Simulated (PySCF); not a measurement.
Geometries of 3 isomers of C6H6OS, from PySCF, PBE0-D3(BJ)/def2-SVP geometry optimisation, gas phase. One conformer each, no zero-point energy, no frequencies.

**Question.** Which isomer lies lowest at this level?
A.
```xyz
14
angstrom
C     -2.231    0.177    0.230
C     -1.204   -0.667   -0.462
S     -1.603   -1.953   -1.400
C      0.173   -0.289   -0.259
C      1.368   -0.811   -0.708
C      2.393    0.000   -0.162
C      1.755    0.959    0.581
O      0.429    0.794    0.528
H     -3.238   -0.195    0.008
H     -2.143    1.228   -0.090
H     -2.063    0.170    1.319
H      1.458   -1.680   -1.355
H      3.468   -0.106   -0.295
H      2.115    1.793    1.179
```
B.
```xyz
14
angstrom
O     -2.601    0.757    0.030
C     -1.295    0.413    0.042
C     -0.857   -0.913    0.079
C      0.503   -1.209    0.090
C      1.456   -0.186    0.065
S      3.167   -0.641    0.081
C      1.012    1.141    0.028
C     -0.345    1.439    0.017
H     -3.140   -0.041    0.050
H     -1.587   -1.728    0.099
H      0.823   -2.254    0.118
H      3.661    0.613    0.050
H      1.735    1.960    0.008
H     -0.691    2.474   -0.011
```
C.
```xyz
14
angstrom
C      1.237    2.157    0.690
C      0.812    1.287   -0.466
O      1.073    1.569   -1.615
C      0.055    0.054   -0.159
C     -0.404   -0.852   -1.091
C     -1.095   -1.939   -0.508
C     -1.152   -1.846    0.863
S     -0.369   -0.442    1.444
H      1.893    1.595    1.374
H      1.772    3.033    0.304
H      0.361    2.484    1.272
H     -0.229   -0.703   -2.158
H     -1.536   -2.763   -1.070
H     -1.619   -2.539    1.563
```

**Answer.** B. That is 4-mercaptophenol (`Oc1ccc(S)cc1`), 4.1 kcal/mol below the next.

```json
{"SMILES": "Oc1ccc(S)cc1", "atoms numbered as above": "[OH:1][c:2]1[cH:3][cH:4][c:5]([SH:6])[cH:7][cH:8]1", "E (Eh)": "-704.83613", "relative (kcal/mol)": "0.0", "relative (kJ/mol)": "0.0", "dipole (D)": "1.08"}
{"SMILES": "CC(=O)c1cccs1", "atoms numbered as above": "[CH3:1][C:2](=[O:3])[c:4]1[cH:5][cH:6][cH:7][s:8]1", "E (Eh)": "-704.82967", "relative (kcal/mol)": "4.1", "relative (kJ/mol)": "17.0", "dipole (D)": "2.85"}
{"SMILES": "CC(=S)c1ccco1", "atoms numbered as above": "[CH3:1][C:2](=[S:3])[c:4]1[cH:5][cH:6][cH:7][o:8]1", "E (Eh)": "-704.80669", "relative (kcal/mol)": "18.5", "relative (kJ/mol)": "77.3", "dipole (D)": "3.43"}
```

As drawn, the lowest has an O–H bond and an S–H bond, which the highest lacks; the highest has a C=S bond, which the lowest lacks.
